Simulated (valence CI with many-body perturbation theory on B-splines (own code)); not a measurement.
**E1 line list for Sn XIX**

Method: relativistic CI+MBPT: four valence electrons over a frozen Dirac-Fock core [Ar] 3d10, radial functions for each j: 11 s, 11 p, 10 d, 8 f, 5 g, 2 h, with the one-electron correlation potential Σ1, the two-electron term Σ2, the three-electron term Σ3, Breit, model QED; selected CI, second order for the rest, scaled by the run's own slope (own B-spline code, finite nucleus).

No measured spectrum was set against this ion. As an estimate, levels hold to about 250 cm⁻¹ or 0.2 % of their energy and the worst to 1 %, as in measured heavy ions of charge 2 to 7; those with d or f electrons hold less well. Among the levels kept, up to 560 cm⁻¹ of a level comes from second order outside the variational space, and about a tenth of that is noise between levels of different J, which matters for small intervals.

Lines 151 to 200 of 569 in falling wavelength, among levels below 1732000 cm⁻¹, chosen from the strongest by gf and those to the six lowest levels. Wavelengths and rates use the calculated energies, so an error of 1000 cm⁻¹ moves a line at 194.5 Å by 0.19 % and its rate by three times that or more. Electric multipoles are in the length gauge, E1 and E2 with the static RPA response of the core. Weak lines are less certain than strong ones. Lines between different terms over intervals too small for the method are left out, as are lines whose strength nearly cancels. Where a level lies close to another of its J and parity, the split of strength between their lines is uncertain. The highest levels of a list are the least certain.

Names give the largest LS component (configuration and term), which can be under half, so a name can repeat, a term be missing and a line seem to break the LS rules; names also repeat where a configuration has a term twice. Letters in brackets count levels of one name in rising energy.

| λ vac (Å) | Upper | Lower | A (s⁻¹) | S (a.u.) |
| --- | --- | --- | --- | --- |
| 194.5 | 4p³4d ⁵D°_2 | 4s4p²4d ⁵F_2 | 7.53e+09 | 1.37e-01 |
| 194.5 | 4p³4d ³F°_4 [b] | 4s4p²4d ³G_4 | 4.32e+09 | 1.41e-01 |
| 194.3 | 4s4p²4d ³D_2 [a] | 4s²4p4d ³F°_2 | 1.51e+10 | 2.73e-01 |
| 194.0 | 4s4p³ ¹P°_1 | 4s²4p² ³P_2 | 7.18e+10 | 7.77e-01 |
| 193.7 | 4s4p²4d ³D_3 [f] | 4s²4p4d ³F°_4 | 2.30e+10 | 5.78e-01 |
| 193.4 | 4s²4p4f ³G_3 [b] | 4s²4p4d ¹F°_3 | 8.74e+09 | 2.18e-01 |
| 193.4 | 4s4p²4d ³P_2 [c] | 4s²4p4d ¹D°_2 | 1.52e+10 | 2.72e-01 |
| 193.3 | 4s²4p4d ³D°_1 | 4s²4p² ¹S_0 | 1.37e+07 | 1.47e-04 |
| 192.1 | 4s4p²4d ³P_2 [b] | 4s²4p4d ³F°_3 | 9.50e+09 | 1.66e-01 |
| 191.4 | 4s4p³ ³S°_1 | 4s²4p² ³P_1 | 2.61e+10 | 2.71e-01 |
| 190.8 | 4p³4d ¹F°_3 [b] | 4s4p²4d ¹G_4 | 1.14e+10 | 2.74e-01 |
| 190.6 | 4s4p²4d ³F_2 [c] | 4s²4p4d ³F°_2 | 1.14e+10 | 1.95e-01 |
| 190.5 | 4s4p³ ³P°_2 | 4s²4p² ¹D_2 | 1.19e+09 | 2.03e-02 |
| 190.2 | 4s4p²4d ³P_1 [d] | 4s²4p4d ³P°_2 [b] | 4.49e+10 | 4.57e-01 |
| 190.2 | 4s4p4d² ³H°_4 [a] | 4s4p²4d ³D_3 [b] | 4.74e+09 | 1.45e-01 |
| 190.0 | 4s²4p4d ³F°_3 | 4s²4p² ³P_2 | 1.74e+08 | 4.13e-03 |
| 188.3 | 4s4p4d² ³H°_5 | 4s4p²4d ³G_5 | 3.79e+09 | 1.37e-01 |
| 186.5 | 4s4p²4d ³P_0 [c] | 4s²4p4d ³P°_1 | 7.10e+10 | 2.27e-01 |
| 185.2 | 4s4p³ ³P°_1 | 4s²4p² ³P_0 | 3.61e+09 | 3.40e-02 |
| 185.2 | 4s4p²4d ¹D_2 [a] | 4s²4p4d ³P°_2 [a] | 9.80e+09 | 1.54e-01 |
| 184.6 | 4s4p³ ³P°_2 | 4s²4p² ³P_1 | 7.36e+08 | 1.14e-02 |
| 182.4 | 4s²4d² ¹G_4 | 4s²4p4d ¹F°_3 | 1.06e+10 | 2.85e-01 |
| 181.9 | 4s4p²4f ⁵G°_4 | 4s4p²4d ³G_5 | 5.84e+09 | 1.56e-01 |
| 181.9 | 4s²4p4d ³P°_2 [a] | 4s²4p² ³P_2 | 4.62e+09 | 6.86e-02 |
| 181.2 | 4s4p²4d ¹P_1 | 4s²4p4d ³D°_1 | 1.51e+10 | 1.33e-01 |
| 179.8 | 4s4p²4f ⁵G°_4 | 4s4p²4d ³D_3 [b] | 5.10e+09 | 1.32e-01 |
| 178.9 | 4s4p4d² ³H°_5 | 4s4p²4d ³G_4 | 6.86e+09 | 2.13e-01 |
| 178.8 | 4s²4p4d ³D°_1 | 4s²4p² ³P_2 | 3.23e+09 | 2.73e-02 |
| 178.4 | 4s²4d² ³F_3 | 4s²4p4d ¹F°_3 | 9.62e+09 | 1.89e-01 |
| 177.0 | 4s4p²4d ³P_1 [a] | 4s4p³ ¹D°_2 | 1.76e+10 | 1.44e-01 |
| 175.5 | 4s4p4d² ³H°_4 [a] | 4s4p²4d ³G_3 | 8.55e+09 | 2.05e-01 |
| 173.9 | 4s²4p4d ³F°_2 | 4s²4p² ¹D_2 | 1.52e+10 | 1.97e-01 |
| 173.6 | 4s4p²4d ³D_3 [f] | 4s²4p4d ³F°_3 | 9.90e+09 | 1.79e-01 |
| 173.5 | 4s4p²4d ⁵F_1 | 4s4p³ ⁵S°_2 | 5.50e+08 | 4.25e-03 |
| 172.6 | 4s4p4d² ³H°_4 [b] | 4s4p²4d ³G_3 | 6.52e+09 | 1.49e-01 |
| 171.4 | 4s4p4d² ³F°_2 [b] | 4s4p²4d ³G_3 | 1.12e+10 | 1.39e-01 |
| 171.2 | 4p⁴ ³P_1 | 4s4p³ ⁵S°_2 | 5.58e+07 | 4.14e-04 |
| 170.7 | 4s²4p4d ³P°_1 | 4s²4p² ¹S_0 | 2.53e+08 | 1.86e-03 |
| 170.5 | 4s4p²4d ³P_2 [a] | 4s4p³ ³D°_3 | 1.56e+10 | 1.91e-01 |
| 170.2 | 4s4p²4d ⁵F_2 | 4s4p³ ⁵S°_2 | 3.01e+09 | 3.67e-02 |
| 169.4 | 4s4p³ ³S°_1 | 4s²4p² ³P_0 | 1.50e+10 | 1.08e-01 |
| 169.1 | 4s4p²4f ⁵G°_5 | 4s4p²4d ³F_4 [a] | 4.46e+09 | 1.17e-01 |
| 169.0 | 4s²4p4d ³F°_2 | 4s²4p² ³P_1 | 2.69e+09 | 3.21e-02 |
| 168.9 | 4s4p4d² ³G°_3 | 4s4p²4d ³G_4 | 9.15e+09 | 1.52e-01 |
| 168.8 | 4s²4p4f ³G_4 [a] | 4s²4p4d ³F°_4 | 1.40e+10 | 3.00e-01 |
| 168.7 | 4p⁴ ¹D_2 | 4s4p³ ⁵S°_2 | 2.89e+09 | 3.43e-02 |
| 168.5 | 4s4p4d² ⁵D°_3 | 4s4p²4d ³F_4 [a] | 7.12e+09 | 1.18e-01 |
| 167.7 | 4s4p³ ¹P°_1 | 4s²4p² ¹D_2 | 5.72e+08 | 3.99e-03 |
| 167.7 | 4p³4d ⁵D°_2 | 4p⁴ ³P_2 | 9.89e+09 | 1.15e-01 |
| 167.5 | 4s4p²4d ³F_2 [a] | 4s4p³ ³D°_1 | 1.58e+10 | 1.84e-01 |
